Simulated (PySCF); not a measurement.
Species: C2H9GaO.
Bonds: C1–O2, O2–C3, O2–Ga4. Hydrogens: H5, H6, H7 on C1; H8, H9, H10 on C3; H11, H12, H13 on Ga4.

Computed, not measured: PBE0-D3(BJ)/def2-SVP geometry optimisation, gas phase (PySCF 2.14.0).

(1) How far are the bound atoms from Ga4?

(2) List the angles at Ga4.

(3) Describe the arrangement about Ga4 in numbers.

(4) What are the other bond lengths?

(5) Give some angles away from the centre.

(6) What are the rotational constants (commonest isotopes, rigid rotor)?

Answers

(1) 4 atoms: H13 1.579 Å, H11 1.579 Å, H12 1.585 Å, O2 2.141 Å. The nearest atom not counted as bound is H9, at 3.00 Å (others tie with it).

(2) 
| angle | degrees | distance of the outer atoms (Å) |
| --- | --- | --- |
| H11–Ga4–H13 | 119.8 | 2.73 |
| H12–Ga4–H13 | 118.1 | 2.71 |
| H11–Ga4–H12 | 118.0 | 2.71 |
| O2–Ga4–H12 | 96.9 | 2.81 |
| O2–Ga4–H13 | 96.7 | 2.80 |
| O2–Ga4–H11 | 96.7 | 2.80 |

(3) Angles from 96.7° to 119.8°; τ4 = (360° − α − β)/141° = 0.87 with α and β the two widest (0 for a square, 1 for a tetrahedron).

(4) C1–O2, O2–C3 1.413 Å; C1–H5 and 5 like bonds 1.101 Å.

(5) C1–O2–C3 113.9°, C1–O2–Ga4 116.9°.

(6) A = 8419, B = 2446, C = 2020 MHz: an asymmetric top.

Point group: Cs (tolerance 0.08 Å). Charge 0, singlet. PBE0-D3(BJ)/def2-SVP frequencies: not computed here.
